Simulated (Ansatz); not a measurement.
CH6Cl2OSi2 (`CO[Si]([SiH3])(Cl)Cl`) at its PBE0-D4/def2-TZVP geometry, where that method's forces vanish. The species carries charge 0 and has multiplicity 1.

```xyz
12

C     1.6139   -1.0527   -1.2699
O     0.9247   -0.4405   -0.1952
Si   -0.5755    0.1692   -0.2299
Si   -1.1047    1.0233    1.8695
Cl   -1.9096   -1.2966   -0.7832
Cl   -0.6984    1.6339   -1.6702
H     2.5971   -1.3509   -0.9064
H     1.0778   -1.9385   -1.6210
H     1.7361   -0.3535   -2.1016
H    -2.4821    1.5745    1.8141
H    -1.0364   -0.0675    2.8748
H    -0.1429    2.0994    2.2188
```

(1) What forces (eV/Å) does ωB97M-V/def2-TZVPP give on these atoms in Ansatz 0.2.0? (Estimate.)

Answers

(1) The calculation gave: 
```
C1   0.160 -0.139 -0.238
O2  -0.057  0.079  0.184
Si3 -0.057  0.073  0.163
Si4 -0.012  0.022  0.058
Cl5 -0.020 -0.034 -0.021
Cl6  0.004  0.023 -0.039
H7  -0.086  0.022 -0.044
H8   0.042  0.072  0.030
H9  -0.011 -0.055  0.069
H10  0.154 -0.063  0.002
H11 -0.008  0.122 -0.120
H12 -0.109 -0.124 -0.045
```
